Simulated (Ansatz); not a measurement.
BF2, SMILES F[B-]F (connectivity only; charge and spin as stated), charge -1, multiplicity 1.

Geometry: PBE0-D3(BJ)/def2-TZVPD.

Two levels are set side by side: PBE/def2-TZVPD (Ansatz, a quantum-chemistry and plane-wave program) and PBE0/def2-TZVPD (Ansatz). Energy differences of separate SCF runs at the same geometry; the states with an electron removed or added have multiplicity 2. Differences are taken from unrounded values.

```
quantity                           PBE0   PBE  PBE minus PBE0
---------------------------------  ----  ----  --------------
vertical ionisation energy (eV)    1.30  1.36            0.06
vertical singlet–triplet gap (eV)  2.08  2.14            0.06
```
